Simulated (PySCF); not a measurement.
## UHF on Sn- (tin, charge -1)

Configuration: [Kr] 4d10 5s2 5p3, high-spin 4S determinant. Calculation: PySCF 2.14, in aug-cc-pwCVDZ-PP with ECP28MDF; scalar relativity through the core potential.

| Quantity | Value |
| --- | --- |
| Total energy | -213.371187 hartree |
| One-electron energy | -381.0644 hartree |
| Hartree (Coulomb) energy | 184.9681 hartree |
| Exchange energy | -17.2749 hartree |
| ⟨S²⟩ | 3.7547 |
| ⟨L²⟩ | 0.000 |
| Sum of ⟨r⟩ | 34.31 bohr |
| Sum of ⟨r²⟩ | 86.25 bohr² |

| shell | electrons | mean orbital energy (hartree) | rms radius, mean of both spins (bohr) |
| --- | --- | --- | --- |
| 4s α | 1 | -5.63066 | 0.879 |
| 4s β | 1 | -5.62507 | 0.879 |
| 4p α | 3 | -3.81701 | 0.953 |
| 4p β | 3 | -3.81092 | 0.953 |
| 4d α | 5 | -1.08062 | 1.18 |
| 4d β | 5 | -1.07434 | 1.18 |
| 5s α | 1 | -0.37723 | 2.78 |
| 5s β | 1 | -0.21148 | 2.78 |
| 5p α | 3 | -0.05831 | 4.08 |

Energies and moments cover only the electrons outside the core potential.
